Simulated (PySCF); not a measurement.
Two-component Hartree-Fock for Zr⁺ (zirconium, charge +1)

Start: [Kr] 4d2 5s1; 4d3/2 filled at m_j = +1/2, +3/2; 5s1/2 filled at m_j = -1/2. Calculated with PySCF 2.14 in x2c-SVPall-2c: generalised Hartree-Fock with the X2C-1e Hamiltonian and a Gaussian nucleus; one run each with spin-orbit coupling (SO) switched off, then screened by Boettger's factors.

```
spinor shell  electrons  ε, spin-free (eV)  ε, screened SO (eV)  weight of nominal j (screened SO)  rms radius, screened SO (bohr)
       1s1/2          2           -18101.6             -18100.8                              1.000                          0.0426
       2s1/2          2            -2584.8              -2584.6                              1.000                           0.176
       2p1/2          2            -2300.3              -2359.6                              1.000                           0.154
       2p3/2          4            -2300.3              -2272.2                              1.000                           0.158
       3s1/2          2            -460.23              -460.13                              1.000                           0.488
       3p1/2          2            -364.62              -374.44                              1.000                           0.489
       3d3/2          4            -207.50              -209.13                              0.992                           0.493
       3d5/2          6            -207.50              -206.29                              0.995                           0.497
       4s1/2          2            -74.790              -74.744                              1.000                            1.30
       4p1/2          2            -47.331              -50.154                              0.759                            1.47
       4p3/2          4            -47.331              -45.895                              0.879                            1.47
       4d3/2          2            -15.395              -15.421                              0.751                            2.30
       5s1/2          1            -12.421              -12.410                              1.000                            3.79
```

(1) Where does 3p3/2 lie, and what is the 3p spin-orbit splitting (screened SO)?

```
   quantity    spin-free  screened SO
E (hartree)  -3595.50763  -3595.83997
        M_J          3/2          3/2
       ⟨J²⟩        6.758        6.407
       ⟨L²⟩       12.006       11.985
       ⟨S²⟩        3.752        3.741
```

The determinant has a definite M_J but mixes levels of different J.

Each row is a mean over spinors that exchange with the open shell spreads, by up to 2.566 eV (4p1/2).

Rows whose weight is well below 1 are mixtures of j = l ± 1/2: exchange outweighs spin-orbit coupling there, and the label is only the starting occupation.

Breit and QED terms are absent; they matter most for the inner s and p1/2 levels.

Densities and radii are taken from the X2C orbitals without a picture-change correction, which distorts them close to the nucleus.

Without spin-orbit coupling the j labels of p, d and f shells carry no meaning; the spin-free column gives the mean over the occupied spinors of each nl shell, and its ⟨J²⟩ belongs to a mixture of degenerate components.

## Answers

(1) At -359.88 eV, 14.564 eV above 3p1/2.
